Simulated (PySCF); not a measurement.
GeH3, SMILES [GeH3], multiplicity 2.

The structure is a stationary point at ωB97X-D3(BJ)/def2-TZVPD. The isomer is the one that the SMILES or the coordinates give; other isomers of the formula were not compared.

Computed with TDA-M06-2X/def2-TZVPD run with PySCF.

Vertical excitations; the highest root listed may be one member of a degenerate set. Gas-phase values at a fixed geometry.

Computed UV-visible absorptions:
```tsv
state	energy (eV)	λ (nm)	f	main pairs
root 1	4.68	265	0.003	β HOMO−1→LUMO (degenerate set)
root 2	4.68	265	0.003	β HOMO→LUMO (degenerate set)
root 3	5.22	238	0.025	α HOMO→LUMO 92 %
root 4	5.65	219	0.037	α HOMO→LUMO+2 (degenerate set)
root 5	5.65	219	0.037	α HOMO→LUMO+1 (degenerate set)
root 6	6.55	189	0.225	α HOMO→LUMO+3 93 %
root 7	7.29	170	0.083	α HOMO→LUMO+4 (degenerate set)
root 8	7.29	170	0.083	α HOMO→LUMO+5 (degenerate set)
root 9	8.09	153	0.010	α HOMO→LUMO+7 (degenerate set)
root 10	8.09	153	0.010	α HOMO→LUMO+6 (degenerate set)
```
Unrestricted roots are not spin-pure.
